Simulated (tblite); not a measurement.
Compound: C₆H₉N (charge -1 and doublet state).
Numbering: `[CH2:1]=[C:2]1[CH2:3][C:4]([NH-:5])[C@H:6]1[CH3:7]` (hydrogens: H8, H9 on C1; H10, H11 on C3; H12 on N5; H13 on C6; H14, H15, H16 on C7)

Geometry (GFN2-xTB, Å), atoms numbered from 1 in this order:
```xyz
16
C6H9N angstrom
C      1.989   -0.943   -0.356
C      0.843   -0.384    0.131
C     -0.030   -0.792    1.284
C     -1.120   -0.514    0.282
N     -2.176   -1.260    0.024
C     -0.242    0.375   -0.573
C     -0.315    1.887   -0.280
H      2.528   -1.699    0.196
H      2.339   -0.727   -1.355
H     -0.010   -0.121    2.164
H      0.068   -1.825    1.651
H     -2.570   -1.017   -0.891
H     -0.312    0.244   -1.673
H     -1.257    2.306   -0.642
H      0.509    2.416   -0.766
H     -0.252    2.063    0.792
```

Method: GFN2-xTB as coded in tblite; computed harmonic values from a numerical Hessian at the method's own geometry, unscaled. This tight-binding method is rough: wavenumbers can miss measured ones by several per cent, in bad cases by 10 to 20. One conformer, not necessarily the lowest. Open shells enter through the occupations alone, without spin polarisation, and single modes of such species can be off by tens of per cent.

Harmonic wavenumbers (cm⁻¹): 87.8, 178.1, 206.3, 229.9, 317.2, 392.3, 425.3, 450.3, 524.9, 536.3, 577.6, 595.3, 732.7, 847.9, 920.0, 956.9, 985.0, 1013.0, 1027.6, 1045.5, 1071.8, 1172.8, 1186.1, 1212.3, 1292.1, 1309.8, 1378.9, 1417.4, 1495.6, 1510.0, 1510.8, 1534.6, 1655.8, 2670.7, 2695.8, 2815.4, 2949.0, 2963.2, 3016.3, 3033.0, 3044.8, 3214.4.

A = 3377, B = 2627, C = 1849 MHz; mass 95.073 u (most abundant isotopes); point group C1, symmetry number 1; spin multiplicity 2.

Zero-point energy?

Half the sum of the wavenumbers: 28100 cm⁻¹ = 336.16 kJ/mol.

Entropy at 350 K, 1 bar (ideal gas, RRHO, classical rotation)?

Translation 168.99, rotation 116.53, vibration 90.26, spin (R ln 2) 5.76: S = 381.5 J/(mol K).

And Cp and H(350 K) − H(0)?

Cp = 149.25 J/(mol K), of which vibrations give 115.99 (their classical limit is 42 R = 349.2); H(350 K) − H(0) = 30.21 kJ/mol without the zero-point energy, 18.57 from vibrations.

Which modes carry the vibrational entropy at 350 K?

87.8 cm⁻¹: 16.83; 178.1 cm⁻¹: 11.09; 206.3 cm⁻¹: 9.93; 229.9 cm⁻¹: 9.09; 317.2 cm⁻¹: 6.67; 392.3 cm⁻¹: 5.19 J/(mol K); the other 36 give 31.46 together.

How do the functions run with temperature in this model?

| T (K) | S (J/(mol K)) | Cp (J/(mol K)) | H − H(0) (kJ/mol) | G − H(0) (kJ/mol) | ln q(vib) |
| --- | --- | --- | --- | --- | --- |
| 50 | 229.6 | 40.9 | 1.78 | -9.70 | 0.09 |
| 100 | 263.1 | 58.0 | 4.24 | -22.07 | 0.52 |
| 298.15 | 359.1 | 130.8 | 22.94 | -84.13 | 3.55 |
| 373.15 | 391.4 | 157.2 | 33.75 | -112.28 | 4.90 |
| 500 | 443.0 | 196.0 | 56.25 | -165.24 | 7.29 |
| 750 | 533.6 | 250.8 | 112.61 | -287.62 | 12.04 |
| 1000 | 611.0 | 286.7 | 180.09 | -430.95 | 16.60 |

q(vib) and H(0) count from the zero-point level.

What must be added to the electronic energy to get the Gibbs energy at 350 K and 1 bar?

ZPE + [H(350 K) − H(0)] − T·S = 336.16 + 30.21 − 133.54 = 232.83 kJ/mol.

Blend soft modes into free rotors: weight 1/[1 + (100 cm⁻¹/ν̃)⁴] for the oscillator and the rest for a rotor with moment μB/(μ + B), μ = h/(8π²ν), B = 10⁻⁴⁴ kg m². What vibrational entropy results?

87.90 J/(mol K) in place of 90.26, which changes −T·S at 350 K by +0.83 kJ/mol.

Hindered rotation and anharmonicity are outside this model. Other conformers, if any are populated, would add a mixing term that is left out. The structure is chiral; the term R ln 2 for an equal mix with its mirror image is left out.
